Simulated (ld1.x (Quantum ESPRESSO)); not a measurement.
Cutoff test, O (Z = 8), ultrasoft

oxygen (O), ultrasoft, made with ld1.x (Quantum ESPRESSO) 7.5 (PBEsol, scalar-relativistic). Core [He], reference 2s2 2p3 (charge +1). Waves: 2s (bound): rcut 0.80, rcutus 1.05 bohr; 2s channel at -2.25 Ry: rcut 0.80, rcutus 1.05 bohr; 2p (bound): rcut 1.50, rcutus 2.05 bohr; 2p channel at -1.25 Ry: rcut 1.50, rcutus 2.05 bohr; 3d channel at 0.45 Ry: rcut 1.90, rcutus 2.05 bohr; 3d channel at 1 Ry: rcut 1.90, rcutus 2.05 bohr. Local part: all-electron potential smoothed inside 1.50 bohr (lloc = -1). Core correction: Bessel-smoothed model core inside 1.05 bohr. Augmentation charge: PSQ, inside the norm-conserving radii.

The pseudo-atom Hamiltonian at the reference potential is diagonalised in spherical Bessel functions j_l(qr) that vanish at 20 bohr, with q² up to the cutoff. All-electron valence levels (Ry): 2s -2.9020, 2p -1.7906.

Question: How do the lowest levels (Ry) of each channel move with the cutoff, and are there ghosts?

Answer:

```
cutoff (Ry)     s #1     s #2     p #1     d #1     d #2     f #1  Σ f·Δε (mRy)
          8  -2.7679  -0.4212  -1.7060  -0.1294  -0.0392  -0.0415         522.0
         12  -2.8622  -0.4329  -1.7754  -0.1298  -0.0397  -0.0415         125.3
         21  -2.8975  -0.4368  -1.7903  -0.1300  -0.0398  -0.0415           9.8
         30  -2.9006  -0.4369  -1.7905  -0.1300  -0.0398  -0.0415           3.0
         45  -2.9017  -0.4370  -1.7906  -0.1300  -0.0398  -0.0415           0.7
         55  -2.9019  -0.4370  -1.7906  -0.1300  -0.0398  -0.0415           0.2
        400  -2.9020  -0.4370  -1.7906  -0.1300  -0.0398  -0.0415           0.0
```

Result: no extra level below or beside the all-electron valence levels (s, p, d, f tested); 10 mRy is reached at 21 Ry and 1 mRy at 45 Ry.

Its largest configuration-test error is -741 meV.
